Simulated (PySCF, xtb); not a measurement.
C4H6ClF, SMILES Cl/C=C\[C@@H](C)F.

GFN2-xTB (xtb 6.7.1) at its own geometry gives an orbital gap of 4.61 eV and a dipole moment of 1.64 D.

Geometry: TPSSh-D3(BJ)/def2-SVP. The structure was generated by enumeration; whether it is a known compound was not checked. One conformer was computed; it need not be the lowest.

Question: What does M06-2X/def2-TZVP (PySCF) give? (The exact figures need the calculation; the answer reports its results.)

Answer: gap 9.21 eV (levels -8.78 and 0.42 eV), dipole 1.38 D.
